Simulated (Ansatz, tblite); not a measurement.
Forces on the cluster Al4Au⁺ at its PBE-D4/def2-SVP geometry. The state is a singlet with charge 1.

In the def2 sets Au takes a core potential; there is no spin–orbit coupling. The xTB rows come from tblite. The restricted singlet is unstable towards broken spin symmetry in Hartree–Fock (as tested in another run); at PBE-D4/def2-TZVP this wasn't settled. Another isomer (singlet) lies 0.14 eV lower at PBE0-D4/def2-TZVP; other spin states weren't run for this one.

GFN1-xTB (tblite), largest force 1.09 eV/Å:

```xyz
5
positions Å, forces eV/Å
Au    1.443    0.399    0.027    1.055    0.291    0.020
Al   -0.213   -0.523   -1.952   -0.467    0.639    0.396
Al    0.147   -1.952    0.633   -0.476    0.660    0.398
Al   -0.856    1.755   -0.646   -0.055   -0.807   -0.406
Al   -0.520    0.321    1.938   -0.058   -0.784   -0.407
```

GFN2-xTB (tblite), largest force 0.67 eV/Å:

```
Au 0.393 0.109 0.008
Al -0.093 -0.109 0.649
Al -0.223 0.464 -0.402
Al 0.034 -0.515 0.399
Al -0.112 0.050 -0.654
```

PBE-D4/def2-TZVP (Ansatz), largest force 0.20 eV/Å:

```
Au -0.193 -0.054 -0.003
Al 0.032 0.074 0.076
Al 0.018 0.112 0.014
Al 0.073 -0.083 -0.015
Al 0.069 -0.050 -0.072
```
